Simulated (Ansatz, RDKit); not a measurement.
Noncovalent pair: NH3 (SMILES N) (first 4 atoms) with C3H8 (SMILES CCC); geometry from B3LYP-D3(BJ)/def2-TZVP.
(charge 0, multiplicity 1):
```xyz
15

N      0.296     0.129     0.484
H      0.134     0.824     1.204
H      0.965     0.520    -0.170
H     -0.577     0.003    -0.015
C      1.261     0.071     4.102
C     -0.222     0.433     4.133
C     -1.122    -0.747     3.778
H      1.890     0.929     4.349
H      1.482    -0.720     4.822
H      1.550    -0.291     3.113
H     -0.412     1.260     3.440
H     -0.487     0.813     5.125
H     -2.177    -0.467     3.794
H     -0.884    -1.128     2.782
H     -0.985    -1.567     4.487
```

Monomers are frozen at their geometry in the pair; levels with a basis set take the counterpoise correction.

The values were computed with Ansatz (a first-principles code); RDKit for the force fields. 

Task: Give the interaction energy at the level wB97X-V/def2-TZVPPD.

Result: -1.3 kcal/mol

Task: Predict the interaction energy from MMFF94.

Result: 0.0 kcal/mol

Task: Give the interaction energy at the level PBE/def2-TZVPPD.

Result: -0.4 kcal/mol
